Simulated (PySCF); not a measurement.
PySCF input (M06-2X/6-311+G**):

```python
from pyscf import gto, dft

mol = gto.M(
    atom='''
    Si    2.09564600    0.13034500    0.01705500
    C     0.24683900    0.08122200    0.04829800
    C    -0.60784800    0.90437500    0.65716700
    C    -2.01126100    0.58085900    0.47973900
    C    -2.05129700   -0.52036800   -0.29271900
    C    -0.65205300   -0.94697600   -0.64228900
    H     2.57748700    1.28242600    0.80953500
    H     2.65934500   -1.12352700    0.57707800
    H     2.58981600    0.25010600   -1.37758900
    H    -2.84585300    1.12569900    0.89231000
    H    -2.93777400   -1.04069100   -0.62684100
    H    -0.43860500   -1.96183000   -0.28851300
    H    -0.48973500   -0.95169300   -1.72592900
    ''',
    basis='6-311+g**',
    charge=0,
    spin=1,
    verbose=4,
)

mf = dft.UKS(mol, xc='m062x').density_fit(auxbasis='def2-universal-jkfit')
mf.grids.level = 4
mf.conv_tol = 1e-9
mf.max_cycle = 100
mf.max_memory = 1500
mf.kernel()
if not mf.converged:
    mf = mf.newton()
    mf.kernel(mf.make_rdm1())
mo, _, stable, _ = mf.stability(return_status=True)
if not stable:
    mf.kernel(mf.make_rdm1(mo, mf.mo_occ))
    stable = mf.stability(return_status=True)[2]
mf.dip_moment()
```

Output:

```
PySCF version 2.14.0

[INPUT] verbose = 4
[INPUT] num. atoms = 13
[INPUT] num. electrons = 51
[INPUT] charge = 0
[INPUT] spin (= nelec alpha-beta = 2S) = 1
[INPUT] symmetry False subgroup None
[INPUT] Mole.unit = angstrom
[INPUT] Symbol           X                Y                Z      unit          X                Y                Z       unit  Magmom
[INPUT]  1 Si     2.095646000000   0.130345000000   0.017055000000 AA    3.960196994040   0.246316351706   0.032229279054 Bohr   0.0
[INPUT]  2 C      0.246839000000   0.081222000000   0.048298000000 AA    0.466458106862   0.153487335289   0.091269992364 Bohr   0.0
[INPUT]  3 C     -0.607848000000   0.904375000000   0.657167000000 AA   -1.148666245365   1.709021063904   1.241865648102 Bohr   0.0
[INPUT]  4 C     -2.011261000000   0.580859000000   0.479739000000 AA   -3.800732455019   1.097664426989   0.906575321273 Bohr   0.0
[INPUT]  5 C     -2.051297000000  -0.520368000000  -0.292719000000 AA   -3.876389530142  -0.983353003988  -0.553158741457 Bohr   0.0
[INPUT]  6 C     -0.652053000000  -0.946976000000  -0.642289000000 AA   -1.232201588701  -1.789525286536  -1.213750302821 Bohr   0.0
[INPUT]  7 H      2.577487000000   1.282426000000   0.809535000000 AA    4.870744519627   2.423433915021   1.529799438250 Bohr   0.0
[INPUT]  8 H      2.659345000000  -1.123527000000   0.577078000000 AA    5.025433720731  -2.123158323554   1.090519372512 Bohr   0.0
[INPUT]  9 H      2.589816000000   0.250106000000  -1.377589000000 AA    4.894042953017   0.472631842110  -2.603265922213 Bohr   0.0
[INPUT] 10 H     -2.845853000000   1.125699000000   0.892310000000 AA   -5.377882760772   2.127262808697   1.686221518211 Bohr   0.0
[INPUT] 11 H     -2.937774000000  -1.040691000000  -0.626841000000 AA   -5.551588275868  -1.966620970300  -1.184557813648 Bohr   0.0
[INPUT] 12 H     -0.438605000000  -1.961830000000  -0.288513000000 AA   -0.828843326865  -3.707321402955  -0.545210553377 Bohr   0.0
[INPUT] 13 H     -0.489735000000  -0.951693000000  -1.725929000000 AA   -0.925465023614  -1.798439124666  -3.261533120444 Bohr   0.0

nuclear repulsion = 252.464830107923
number of shells = 92
number of NR pGTOs = 280
number of NR cGTOs = 182
basis = 6-311+g**
ecp = {}

******** <class 'pyscf.df.df_jk.DFUKS'> ********
method = DFUKS
initial guess = minao
damping factor = 0
level_shift factor = 0
DIIS = <class 'pyscf.scf.diis.CDIIS'>
diis_start_cycle = 1
diis_space = 8
diis_damp = 0
SCF conv_tol = 1e-09
SCF conv_tol_grad = None
SCF max_cycles = 100
direct_scf = False
number electrons alpha = 26  beta = 25
XC library pyscf.dft.libxc version 7.1.2
    S. Lehtola, C. Steigemann, M. J. T. Oliveira, and M. A. L. Marques,  SoftwareX 7, 1–5 (2018)
XC functionals = m062x
    Y. Zhao and D. G. Truhlar,  Theor. Chem. Acc. 120, 215 (2008)
    Y. Zhao and D. G. Truhlar,  Theor. Chem. Acc. 120, 215 (2008)
radial grids:
    Treutler-Ahlrichs [JCP 102, 346 (1995); DOI:10.1063/1.469408] (M4) radial grids

becke partition: Becke, JCP 88, 2547 (1988); DOI:10.1063/1.454033
pruning grids: <function nwchem_prune>
grids dens level: 4
symmetrized grids: False
atomic radii adjust function: <function treutler_atomic_radii_adjust>
small_rho_cutoff = 0
Set gradient conv threshold to 3.16228e-05
tot grids = 281920
******** <class 'pyscf.df.df.DF'> ********
auxbasis = def2-universal-jkfit
init E= -485.026370582515
  alpha nocc = 26  HOMO = -0.200250765244305  LUMO = -0.075552891910848
  beta  nocc = 25  HOMO = -0.256685597524401  LUMO = -0.200250765244291

WARN: HOMO -0.200250765244305 >= LUMO -0.200250765244291

cycle= 1 E= -484.015760682981  delta_E= 1.01  |g|= 0.205  |ddm|= 3.26
  alpha nocc = 26  HOMO = -0.267505506968963  LUMO = 0.00473446073109819
  beta  nocc = 25  HOMO = -0.261215324125696  LUMO = -0.0567327245057038
  HOMO = -0.261215324126  LUMO = -0.0567327245057  gap/eV = 5.56425
cycle= 2 E= -484.036719233259  delta_E= -0.021  |g|= 0.133  |ddm|= 1.22
  alpha nocc = 26  HOMO = -0.299963879896483  LUMO = -0.0115639897136718
  beta  nocc = 25  HOMO = -0.294755677036937  LUMO = -0.0691411173404633
  HOMO = -0.294755677037  LUMO = -0.0691411173405  gap/eV = 6.13928
cycle= 3 E= -484.0453977984  delta_E= -0.00868  |g|= 0.0553  |ddm|= 0.462
  alpha nocc = 26  HOMO = -0.292990359983858  LUMO = -0.00613580842847639
  beta  nocc = 25  HOMO = -0.287039489425865  LUMO = -0.062569377223149
  HOMO = -0.287039489426  LUMO = -0.0625693772231  gap/eV = 6.10814
cycle= 4 E= -484.047278716958  delta_E= -0.00188  |g|= 0.0228  |ddm|= 0.376
  alpha nocc = 26  HOMO = -0.290488287520761  LUMO = -0.00347457069980062
  beta  nocc = 25  HOMO = -0.285325667542436  LUMO = -0.0581444515564479
  HOMO = -0.285325667542  LUMO = -0.0581444515564  gap/eV = 6.18192
cycle= 5 E= -484.047679326301  delta_E= -0.000401  |g|= 0.00947  |ddm|=  0.1
  alpha nocc = 26  HOMO = -0.291426412447477  LUMO = -0.00434059401009271
  beta  nocc = 25  HOMO = -0.286303179182107  LUMO = -0.058251851541322
  HOMO = -0.286303179182  LUMO = -0.0582518515413  gap/eV = 6.20559
cycle= 6 E= -484.047815298003  delta_E= -0.000136  |g|= 0.00398  |ddm|= 0.101
  alpha nocc = 26  HOMO = -0.2910353015415  LUMO = -0.00401092446238866
  beta  nocc = 25  HOMO = -0.286115132488756  LUMO = -0.0575455589256831
  HOMO = -0.286115132489  LUMO = -0.0575455589257  gap/eV = 6.21969
cycle= 7 E= -484.047848918944  delta_E= -3.36e-05  |g|= 0.00226  |ddm|= 0.0423
  alpha nocc = 26  HOMO = -0.290940292492968  LUMO = -0.003912440337746
  beta  nocc = 25  HOMO = -0.286106876592177  LUMO = -0.0578325220939625
  HOMO = -0.286106876592  LUMO = -0.057832522094  gap/eV = 6.21166
cycle= 8 E= -484.047856949058  delta_E= -8.03e-06  |g|= 0.00122  |ddm|= 0.0103
  alpha nocc = 26  HOMO = -0.291005848315196  LUMO = -0.00394669509430214
  beta  nocc = 25  HOMO = -0.286235367738443  LUMO = -0.0578048172469481
  HOMO = -0.286235367738  LUMO = -0.0578048172469  gap/eV = 6.21591
cycle= 9 E= -484.047861751106  delta_E= -4.8e-06  |g|= 0.000548  |ddm|= 0.00699
  alpha nocc = 26  HOMO = -0.290970079087808  LUMO = -0.00389246206341531
  beta  nocc = 25  HOMO = -0.286219365582238  LUMO = -0.0577307403154621
  HOMO = -0.286219365582  LUMO = -0.0577307403155  gap/eV = 6.21749
cycle= 10 E= -484.047863362095  delta_E= -1.61e-06  |g|= 0.00032  |ddm|= 0.00503
  alpha nocc = 26  HOMO = -0.290990965768067  LUMO = -0.0038878724375995
  beta  nocc = 25  HOMO = -0.286245479535125  LUMO = -0.0577680391309399
  HOMO = -0.286245479535  LUMO = -0.0577680391309  gap/eV = 6.21719
cycle= 11 E= -484.047863655288  delta_E= -2.93e-07  |g|= 0.000116  |ddm|= 0.00257
  alpha nocc = 26  HOMO = -0.290993266666963  LUMO = -0.00387296279114142
  beta  nocc = 25  HOMO = -0.286237685258897  LUMO = -0.0577649075882598
  HOMO = -0.286237685259  LUMO = -0.0577649075883  gap/eV = 6.21706
cycle= 12 E= -484.04786369788  delta_E= -4.26e-08  |g|= 4.91e-05  |ddm|= 0.000583
  alpha nocc = 26  HOMO = -0.291000676815292  LUMO = -0.00387198303521297
  beta  nocc = 25  HOMO = -0.286238380819082  LUMO = -0.0577625219875517
  HOMO = -0.286238380819  LUMO = -0.0577625219876  gap/eV = 6.21714
cycle= 13 E= -484.047863705761  delta_E= -7.88e-09  |g|= 2.98e-05  |ddm|= 0.000251
  alpha nocc = 26  HOMO = -0.291000267165005  LUMO = -0.0038675960906049
  beta  nocc = 25  HOMO = -0.286231709545886  LUMO = -0.0577627073477727
  HOMO = -0.286231709546  LUMO = -0.0577627073478  gap/eV = 6.21696
cycle= 14 E= -484.047863707988  delta_E= -2.23e-09  |g|= 1.75e-05  |ddm|= 0.000182
  alpha nocc = 26  HOMO = -0.291000827497444  LUMO = -0.00386627016978005
  beta  nocc = 25  HOMO = -0.286231491433648  LUMO = -0.0577621487636108
  HOMO = -0.286231491434  LUMO = -0.0577621487636  gap/eV = 6.21697
cycle= 15 E= -484.047863708282  delta_E= -2.94e-10  |g|= 9.53e-06  |ddm|= 6.63e-05
  alpha nocc = 26  HOMO = -0.291002920534617  LUMO = -0.00386810769087653
  beta  nocc = 25  HOMO = -0.286232582271398  LUMO = -0.0577641064976638
  HOMO = -0.286232582271  LUMO = -0.0577641064977  gap/eV = 6.21694
Extra cycle  E= -484.047863708279  delta_E= 2.96e-12  |g|= 1.19e-05  |ddm|= 4.38e-05
converged SCF energy = -484.047863708279  <S^2> = 0.76456774  2S+1 = 2.0145151
uhf_internal: lowest eigs of H = [0.17691202 0.18548746 0.31643121]
<class 'pyscf.df.df_jk.DFUKS'> wavefunction is stable in the internal stability analysis
Dipole moment(X, Y, Z, Debye): -1.02459, -1.01113, -0.67416
```

The geometry given is a B3LYP-D3(BJ)/def2-TZVP minimum.
